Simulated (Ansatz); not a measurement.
Task: Predict a relaxed structure of closo-2-NB4 (H on N) (B4NH5), charge 0, singlet, at r2SCAN-D4/def2-SVP (Ansatz).

Result: 
Cartesian coordinates in Å:
```
B -0.679 0.593 0.647
B 0.718 1.020 -0.309
B -0.702 -0.997 0.405
B 0.885 -0.296 0.600
N -0.126 -0.181 -0.761
H -0.288 -0.415 -1.744
H -1.439 1.496 0.830
H 1.073 1.953 -0.960
H -1.170 -2.093 0.374
H 1.728 -1.081 0.920
```
Point group C2 (tolerance 0.1 Å). This is one stationary point.

Another isomer (singlet) lies 2.15 eV lower at PBE0-D4/def2-TZVP; other spin states weren't run for this one.
